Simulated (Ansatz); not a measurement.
Au9⁺, relaxed as a singlet with RKS PBE0-D4/def2-SVP in Ansatz, starting from the GFN2-xTB geometry. Force threshold 0.02 eV/Å.

In the def2 sets Au takes a core potential; there is no spin–orbit coupling. The structure comes from a short search, and lower isomers may exist.

Start:

Cartesian coordinates in Å:
```
Au 2.062 -0.610 -0.546
Au -1.270 1.511 1.966
Au 0.029 3.000 0.215
Au -2.090 -0.628 0.475
Au 2.476 -2.052 1.601
Au -2.512 -1.719 -1.868
Au -0.234 -0.468 -2.182
Au 1.307 1.745 -1.723
Au 0.232 -0.779 2.062
```

```csv
step,energy (eV),largest force component (eV/Å),SCF passes
1,-33240.3571,0.654,23
2,-33240.9938,0.621,33
3,-33241.3086,0.798,27
4,-33241.5593,0.860,27
5,-33241.8052,0.861,26
6,-33242.0243,0.703,27
7,-33242.1827,0.329,27
8,-33242.2126,0.022,27
9,-33242.2127,0.004,27
```

Force components are those of the run's own axes.

End:

```
atom    x (Å)    y (Å)    z (Å)
 Au1   1.9800  -0.2971  -0.3525
 Au2  -1.5352   1.4729   2.3419
 Au3   0.0233   1.7819   0.1303
 Au4  -1.9883  -0.2930   0.3090
 Au5   2.4210  -2.0718   1.5618
 Au6  -2.4702  -1.7599  -1.8413
 Au7  -0.3771  -0.1459  -1.9927
 Au8   1.5775   1.7574  -2.1056
 Au9   0.3689  -0.4445   1.9491
```

Bonds formed: Au1–Au3, Au3–Au4, Au3–Au7, Au3–Au9 (atoms count from 1). The end is the same structure that another start reached.

No frequencies were taken in this run, so the end may be a saddle point.

Hardware: 4 threads of Arm Neoverse N1 on a shared host. Wall time 6.9 min, peak host memory 1.8 GiB.
